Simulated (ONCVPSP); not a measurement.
# Before and after: ONCV potential for arsenic (As)

- Element: arsenic (As)
- Generator: ONCVPSP 4.0.1
- Type: optimised norm-conserving Vanderbilt (ONCV)
- Functional: PBE
- Relativity: scalar-relativistic
- Frozen core: [Ar]
- Valence charge: 15
- Reference configuration: 3d10 4s2 4p3
- Partial waves: 4s: rc 1.30 bohr, ncon 4, nbas 8, qcut 5.3 1/bohr, 2 projectors, debl 1.2 Ha; 4p: rc 1.70 bohr, ncon 5, nbas 9, qcut 4.9 1/bohr, 2 projectors, debl 4 Ha; 3d: rc 1.20 bohr, ncon 3, nbas 8, qcut 16 1/bohr, 2 projectors, debl 3.8 Ha
- Local potential: polynomial inside 0.95 bohr (lpopt 2, dvloc0 -1 Ha)
- Core correction: none

Change: s: qcut 3.3; p: qcut 3; d: qcut 9.9.

Cutoffs: the cutoffs (Ha) at which the residual kinetic energy of the hardest occupied pseudo-wave falls to 1 and 0.1 mHa per electron; they do not see the model core or the augmentation charge, which bear on the density cutoff. Errors are all-electron minus pseudo energies relative to the spin-unpolarised reference configuration.

Question: Predict the effect on cutoff, ghosts and configuration errors.

Answer: The potential gets harder (89 Ha and 102 Ha → 97 Ha and 251 Ha); the bound ghost in s disappears; the lowest positive-energy flag moves from p at 197.2 eV to s at 57.7 eV; of the 4 tests that both files solve, the error grows in 1 and shrinks in 1 by more than 15 % and 0.3 meV (median size 2.0 → 1.1 meV); the range in which the s phases agree narrows (upper end at the end of the scan → 2.0).

| quantity | base | changed |
| --- | --- | --- |
| cutoff, loose | 89 Ha | 97 Ha |
| cutoff, tight | 102 Ha | 251 Ha |
| loose cutoff by channel | s 48 Ha, p 8.5 Ha, d 89 Ha | s 29 Ha, p 8.9 Ha, d 97 Ha |
| bound ghosts | s | none |
| GHOST(+) flags under 300 eV | p at 197.2 eV | s at 57.7 eV, p at 198.0 eV |
| error for 3d10 4s2 4p2, meV [ΔE 9.15 eV] | -1.2 | -1.3 |
| error for 3d10 4s2 4p1, meV [ΔE 27.07 eV] | -2.7 | -3.1 |
| error for 3d10 4s2 4p0, meV [ΔE 54.77 eV] | +3.8 | +1.0 |
| error for 3d10 4s1 4p4, meV [ΔE 9.42 eV] | -0.4 | -0.8 |
| s: phases at 1.32 bohr within 0.05 rad from the reference energy up to (Ha; the scan ends near 5) | to the end of the scan | 2.0 |
| p: phases at 1.72 bohr within 0.05 rad from the reference energy up to (Ha; the scan ends near 5) | to the end of the scan | to the end of the scan |
| d: phases at 1.22 bohr within 0.05 rad from the reference energy up to (Ha; the scan ends near 5) | to the end of the scan | to the end of the scan |

 A true bound ghost makes a file unfit for plane-wave use even where its test errors are small: the radial tests pick states by their node count and pass the ghost by.
